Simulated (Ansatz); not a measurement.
A run for Ansatz (an electronic-structure program): R-wB97M-V/def2-TZVPPD on C3H9F (a complex), monomers drawn apart or pushed together. Files ending in .json are basis or fitting sets from the Basis Set Exchange.

Ansatz 0.2 input:
```yaml
crystal:
  periodic: [false, false, false]
  atoms:
    - {symbol: C, position_ang: [-0.52350377, 0.49054430, 0.50435920]}
    - {symbol: F, position_ang: [-0.42282159, -0.84566918, 0.87486186]}
    - {symbol: H, position_ang: [0.28095911, 1.04886373, 0.98411384]}
    - {symbol: H, position_ang: [-0.43575134, 0.55976037, -0.58044856]}
    - {symbol: H, position_ang: [-1.49080586, 0.87315133, 0.83072976]}
    - {symbol: C, position_ang: [-0.45703303, 0.40369238, 5.20363949]}
    - {symbol: C, position_ang: [0.95789591, -0.16727150, 5.18582358]}
    - {symbol: H, position_ang: [-0.83182561, 0.50875647, 6.22378767]}
    - {symbol: H, position_ang: [-1.14637461, -0.24298201, 4.65856859]}
    - {symbol: H, position_ang: [-0.49309035, 1.39196725, 4.73948765]}
    - {symbol: H, position_ang: [1.65955162, 0.48881201, 5.70524865]}
    - {symbol: H, position_ang: [1.31494223, -0.30321300, 4.16388476]}
    - {symbol: H, position_ang: [0.99493672, -1.14296518, 5.67426063]}
basis:
  gaussian:
    orbitals: def2-TZVPPD.json
hamiltonian:
  xc: {name: wB97M-V}
scf: {lower_state_search: off}
```

It printed:

```
WARN ansatz: RAYON_NUM_THREADS=1 ignored (pool sized by the plan → 1); use --threads N
Functional definition: wB97M-V
these checks for a lower state are left out or cut short: stability, starts, cluster_reference, orbital_swaps, neighbouring_geometries, increment
integrals: 0.25 GiB planned
1250 factors; their error is unknown
integrals: 0.28 GiB planned
427 factors; integrals over basis functions are off by at most 2.1e-5 eV
mean field: 1.70 GiB planned
mean field evaluation 1: about -5969.5197 eV, gradient 4.7e1 eV
mean field evaluation 2: about -5971.5237 eV, gradient 3.7e1 eV
mean field evaluation 4: about -5974.1390 eV, gradient 2.0e0 eV
mean field evaluation 8: about -5974.1557 eV, gradient 6.2e-2 eV
mean field evaluation 16: about -5974.1188 eV, gradient 2.9e-5 eV
mean field -5974.11880108 eV, -219.5448165367 hartree, gradient 5.6e-6 eV, S^2 0.000000; 0 other end points of the search recorded, 0 dependent functions left out
reference -5974.11886915 eV, -219.5448190380 hartree; 18, 18 occupied and 286, 286 virtual orbitals, 1250 factors
Total energy: -5974.11886915 eV, -219.5448190380 hartree
Checks for a lower state left out: stability, starts, cluster_reference, orbital_swaps, neighbouring_geometries, increment
```

The calculation finished and met its thresholds.

Cost: around 11 core-seconds (rough).
